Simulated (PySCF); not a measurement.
Cl4Ge. Atoms are numbered in the order given.

```xyz
5

Cl    -1.2218    -1.2218    -1.2218
Ge     0.0000     0.0000     0.0000
Cl     1.2218    -1.2218     1.2218
Cl     1.2218     1.2218    -1.2218
Cl    -1.2218     1.2218     1.2218
```
Charge 0, spin multiplicity 1.

The structure is a stationary point at ωB97X-D3(BJ)/def2-SVP. The isomer is the one that the SMILES or the coordinates give; other isomers of the formula were not compared.

Computed with PySCF 2.14.0 with TDA-PBE/def2-SVPD.

Vertical excitations; the highest root listed may be one member of a degenerate set. Isolated molecule, no solvent. State labels are in the subgroup D2.

```
state  symmetry  energy (eV)  λ (nm)      f                                                main pairs
-----  --------  -----------  ------  -----  --------------------------------------------------------
S1           B1         5.03     247  0.000                              HOMO−2→LUMO (degenerate set)
S2           B3         5.03     247  0.000                                HOMO→LUMO (degenerate set)
S3           B2         5.03     247  0.000                              HOMO−1→LUMO (degenerate set)
S4           B1         5.74     216  0.045                              HOMO−5→LUMO (degenerate set)
S5           B2         5.74     216  0.045                              HOMO−4→LUMO (degenerate set)
S6           B3         5.74     216  0.045                              HOMO−3→LUMO (degenerate set)
S7            A         5.77     215  0.000                              HOMO−6→LUMO (degenerate set)
S8            A         5.77     215  0.000                              HOMO−7→LUMO (degenerate set)
S9            A         7.46     166  0.000  HOMO−1→LUMO+2 33 %, HOMO−2→LUMO+1 33 %, HOMO→LUMO+3 33 %
S10          B2         7.54     164  0.000                      HOMO→LUMO+1 50 %, HOMO−2→LUMO+3 50 %
T1           B2         4.72     263      0                              HOMO−1→LUMO (degenerate set)
T2           B1         4.72     263      0                              HOMO−2→LUMO (degenerate set)
T3           B3         4.72     263      0                                HOMO→LUMO (degenerate set)
T4           B2         5.25     236      0                                          HOMO−4→LUMO 99 %
```
Triplets are in the Tamm–Dancoff approximation.
